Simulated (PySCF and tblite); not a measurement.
Values are calculated unless marked as measured or tabulated.
2 diastereomers of C5H7FO3, numbered alike:

| isomer | SMILES | descriptors (one enantiomer) |
| --- | --- | --- |
| A | [CH3:1][C@@H:2]1[O:3][C:4](=[O:5])[O:6][C@:7]1([CH3:8])[F:9] | 2S, 7R |
| B | [CH3:1][C@H:2]1[O:3][C:4](=[O:5])[O:6][C@:7]1([CH3:8])[F:9] | 2R, 7R |

Protocol: conformer search, at most 4 conformers an isomer, PBE0-D3(BJ)/def2-SVP geometries, energies PBE0/def2-SVPD (IEF-PCM, chloroform) (D3(BJ) added where defined), weights at 298.15 K with GFN2-xTB thermal terms. Programs: PySCF with density fitting and tblite.

(1) Rank the isomers by free energy at 298.15 K.

(2) If they could interconvert freely, what would the mixture hold (chiral isomers as racemates)?

## Answers

(1) 
```json
{"isomer": "A", "ΔG (kcal/mol)": "0.0", "ΔE, lowest conformer": "0.0", "conformers": "1", "largest weight %": "100", "rms dipole (D)": "6.65"}
{"isomer": "B", "ΔG (kcal/mol)": "0.4", "ΔE, lowest conformer": "0.2", "conformers": "1", "largest weight %": "100", "rms dipole (D)": "6.79"}
```

ΔG is for one enantiomer.

(2) A 66 %, B 34 %. A racemate gains RT ln 2.
